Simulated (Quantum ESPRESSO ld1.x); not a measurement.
Values are calculated unless marked as measured or tabulated.
The aim is the caesium ion Cs+ in [Xe]. This ld1.x (Quantum ESPRESSO 7.5) run was made with `OMP_NUM_THREADS=1 ld1.x < ld1.in > ld1.out`. Can the result be used? Name any fault.

```
 &input
    zed=55.0,
    iswitch=1,
    rel=0,
    dft='PBE',
    config='[Xe]',
    tr2=1e-30,
    prefix='ld1',
    max_out_wfc=37,
    file_charge='ld1.rho',
 /
```

Output (excerpt):

```
     Program LD1 v.7.5 starts

     Message from routine scf:
     warning: convergence not achieved
     --------------------------- All-electron run ----------------------------

     atomic number is 55.00
     dft =PBE   lsd =0 sic =0 latt =0  beta=0.20 tr2=1.0E-30
     Exchange-correlation= PBE
                           (   1   4   3   4   0   0   0)
     mesh =1953 r(mesh) = 100.35027 a.u. xmin = -7.00 dx = 0.00800
     1 Ry =  13.60569312 eV

     n l     nl                  e(Ry)          e(Ha)          e(eV)
     1 0     1S 1( 2.00)     -2516.4155     -1258.2078    -34237.5771
     2 0     2S 1( 2.00)      -384.6439      -192.3219     -5233.3468
     2 1     2P 1( 6.00)      -362.4799      -181.2399     -4931.7899
     3 0     3S 1( 2.00)       -80.1636       -40.0818     -1090.6816
     3 1     3P 1( 6.00)       -70.7363       -35.3682      -962.4168
     4 0     4S 1( 2.00)       -15.3310        -7.6655      -208.5889
     4 1     4P 1( 6.00)       -11.9359        -5.9680      -162.3967
     3 2     3D 1(10.00)       -53.1995       -26.5998      -723.8164
     5 0     5S 1( 2.00)        -2.1925        -1.0962       -29.8303
     5 1     5P 1( 6.00)        -1.3707        -0.6853       -18.6493
     4 2     4D 1(10.00)        -6.0684        -3.0342       -82.5651

     final scf error:  1.5E-17 reached in 201 iterations

     Etot =  -15111.844129 Ry,   -7555.922064 Ha, -205607.113738 eV

     Ekin =   15106.569367 Ry,    7553.284683 Ha,  205535.346945 eV
     Encl =  -35802.885993 Ry,  -17901.442997 Ha, -487123.079742 eV
     Eh   =    5956.664859 Ry,    2978.332429 Ha,   81044.554103 eV
     Exc  =    -372.192361 Ry,    -186.096180 Ha,   -5063.935045 eV
```

Answer. Yes, it can be used (usable despite the warning). The line at issue: tr2=1e-30. The threshold lies below the rounding noise, so the cycle runs to its limit and warns, but the energy differs from the sound run by less than 1e-5 hartree. The sound input gives -7555.922 hartree.
